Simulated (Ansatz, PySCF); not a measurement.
Species: sum formula SiN2H4F2, charge 0, multiplicity 1. SMILES: N[Si](N)(F)F
Coordinates optimised at B3LYP-D3(BJ)/def2-TZVP (Ansatz, a quantum-chemistry and plane-wave program):
```
Si
F 1 1.5973
F 1 1.5973 2 103.82
N 1 1.6874 2 104.95 3 122.72
H 4 1.0061 1 121.82 2 175.88
H 4 1.0065 5 112.67 1 -158.37
N 1 1.6874 2 116.46 3 -114.78
H 7 1.0061 1 121.82 2 -69.98
H 7 1.0065 8 112.67 1 -158.37
```
Charge 0, spin multiplicity 1.

PBE beside other levels, property by property. Cores are frozen in the correlated levels unless marked. UHF or UKS for open shells. No spin-orbit coupling. Non-relativistic. CBS marks a two-point X^-3 extrapolation of the correlation energy; Hartree-Fock from the larger set. The bracket is a focal-point correction in the basis named. Rows marked 298 K are enthalpies with B3LYP-D3(BJ) harmonic zero-point and thermal terms. Atomisation energies are electronic, to ground-state atoms; the column to compare with has the core term from cc-pwCVTZ added, other frozen-core levels have none. Frequencies are from Ansatz or PySCF. The coupled-cluster column (Ansatz) is a level with limits of its own: (a) RI-MP2/CBS(aug-cc-pV(T+d)Z,aug-cc-pV(Q+d)Z)+[CCSD(T)-MP2]/aug-cc-pV(T+d)Z; (b) RI-MP2/CBS(cc-pV(T+d)Z,cc-pV(Q+d)Z)+[CCSD(T)-MP2]/cc-pV(T+d)Z.

```
property                                                                       PBE/def2-TZVPD (Ansatz)  r2SCAN/def2-TZVPD (Ansatz)  CAM-B3LYP/def2-TZVPD (Ansatz)  B2PLYP/def2-TZVPD (Ansatz)  coupled cluster
-----------------------------------------------------------------------------  -----------------------  --------------------------  -----------------------------  --------------------------  ---------------
atomisation energy (kcal/mol)                                                                    854.7                       841.3                          850.9                       837.6        855.5 (a)
N-Si bond dissociation enthalpy, 298 K, to N[Si](F)F + [NH2] (NH2) (kcal/mol)                    109.9                       110.4                          114.5                       114.0        120.0 (a)
proton affinity at N, enthalpy at 298 K, to N[Si]([NH3+])(F)F (kcal/mol)                         201.2                       202.2                          198.8                       200.2        201.3 (b)
F-Si bond dissociation enthalpy, 298 K, to N[Si](N)F + F atom (kcal/mol)                         159.5                       160.1                          163.1                       161.9        167.8 (a)
```

As the rows show:
- atomisation energy: PBE lies 0.8 kcal/mol below coupled cluster.
- N-Si bond dissociation enthalpy, 298 K, to N[Si](F)F + [NH2] (NH2): PBE lies 10.1 kcal/mol below coupled cluster.
- proton affinity at N, enthalpy at 298 K, to N[Si]([NH3+])(F)F: PBE agrees within rounding with coupled cluster.
- F-Si bond dissociation enthalpy, 298 K, to N[Si](N)F + F atom: PBE lies 8.3 kcal/mol below coupled cluster.
